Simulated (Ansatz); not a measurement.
Basis-set extrapolation for `F[Si](F)(Cl)S[SiH2]Cl` (PBE0-D4/def2-TZVP geometry, frozen core, Ansatz 0.2.0). Multiplicity 1, RHF reference.

```csv
,def2-TZVPP,def2-QZVPP
HF,-2094.906287,-2094.971030
MP2 correlation,-1.276023,-1.400403
CCSD(T) correlation,-1.385277,not run
```

Energies in hartree. Use E(X) = E(∞) + A·exp(−7.88·√X) for Hartree–Fock and E(X) = E(∞) + B·X^(−2.97) for correlation, with X = 3 and 4, and add CCSD(T) minus MP2 of the smaller set to the MP2 limit.

**Question.** What is the CCSD(T) energy at the basis-set limit?

**Answer.** HF limit: -2094.971030 + (-0.064743) × 0.13774 = -2094.97995. MP2 limit: -1.400403 + (-0.124380) × 0.74074 = -1.49254. Higher-order term: -1.385277 − (-1.276023) = -0.10925. Total: -2096.58174 hartree, 182.1 kcal/mol below CCSD(T)/def2-TZVPP.
